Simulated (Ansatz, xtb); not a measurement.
**Relative energy of two structures of ClGaH2OSi2**

We compare I, a singlet given by its coordinates, with II, a singlet given by its coordinates. Both are isolated molecules in the gas phase, relaxed with PBE0-D3(BJ)/def2-SVP.

I (Å):

```yaml
atoms:
  - { symbol: Cl, position_ang: [0.8063, 4.2528, 1.0953] }
  - { symbol: Ga, position_ang: [2.4766, 2.1713, 2.3823] }
  - { symbol: O, position_ang: [1.3505, 1.0204, 1.4003] }
  - { symbol: Si, position_ang: [-0.5167, 3.0294, -0.0523] }
  - { symbol: Si, position_ang: [0.1305, 0.6615, 0.3765] }
  - { symbol: H, position_ang: [-1.8881, 3.4475, 0.3893] }
  - { symbol: H, position_ang: [-0.3621, 3.5300, -1.4581] }
```

Close contacts (Å): Cl1–Si4 2.14, Ga2–O3 1.89, O3–Si5 1.63, Si4–Si5 2.49, Si4–H6 1.50, Si4–H7 1.50.

II (Å):

| atom | x (Å) | y (Å) | z (Å) |
| --- | --- | --- | --- |
| Cl | 1.9077 | 0.7286 | -2.3566 |
| Ga | 1.7874 | -1.4380 | 1.5573 |
| O | 0.9437 | -0.6756 | 0.1042 |
| Si | -1.6350 | 1.2130 | -1.2410 |
| Si | 0.3259 | 0.1248 | -1.1627 |
| H | -1.8036 | 1.1613 | -2.7427 |
| H | -2.4998 | 0.0718 | -0.7488 |

Close contacts (Å): Cl1–Si5 2.07, Ga2–O3 1.85, O3–Si5 1.62, Si4–Si5 2.24, Si4–H6 1.51, Si4–H7 1.51.

Which of the two would you expect CCSD(T)/def2-SVP + ΔMP2/def2-TZVPP electronic energies to favour?

Structure I; the calculation gives E(II) − E(I) = +0.073 eV.

Level by level:

| level | geometry | E(II) − E(I) (eV) | departure from the last row (eV) | job, with rough time for the two |
| --- | --- | --- | --- | --- |
| PBE0-D3(BJ)/def2-SVP | PBE0-D3(BJ)/def2-SVP | +0.121 | +0.048 | optimisation, 1.8 min |
| HF/def2-SVP | PBE0-D3(BJ)/def2-SVP | +0.355 | +0.282 | part of the CCSD(T) run |
| MP2/def2-SVP | PBE0-D3(BJ)/def2-SVP | +0.140 | +0.067 | part of the CCSD(T) run |
| CCSD(T)/def2-SVP | PBE0-D3(BJ)/def2-SVP | +0.180 | +0.107 | single point |
| CCSD(T)/def2-SVP + ΔMP2/def2-TZVPP | PBE0-D3(BJ)/def2-SVP | +0.073 |  | single point, 28 s |

None of the levels shown reverses the order. The largest departure from CCSD(T)/def2-SVP + ΔMP2/def2-TZVPP is that of HF/def2-SVP, 0.282 eV. Levels run at GFN2-xTB geometries aren't shown. The last row adds to CCSD(T) the change of the MP2 difference between the two basis sets, here −0.107 eV.

With harmonic frequencies from PBE0-D3(BJ)/def2-SVP (ideal gas, rigid rotor, one conformer each, 298.15 K, 1 atm): on the last row, ΔE + ΔZPE = +0.048 eV. A mode under 50 cm⁻¹ makes harmonic enthalpies and free energies unreliable, so none is given.

The correlated steps freeze 25 core orbitals; the filled d shell of Ga is correlated, in a basis made for valence electrons. Codes used: Ansatz 0.2.0; the last row on 2 threads of Intel(R) Xeon(R) 6975P-C (Granite Rapids) on a shared host.
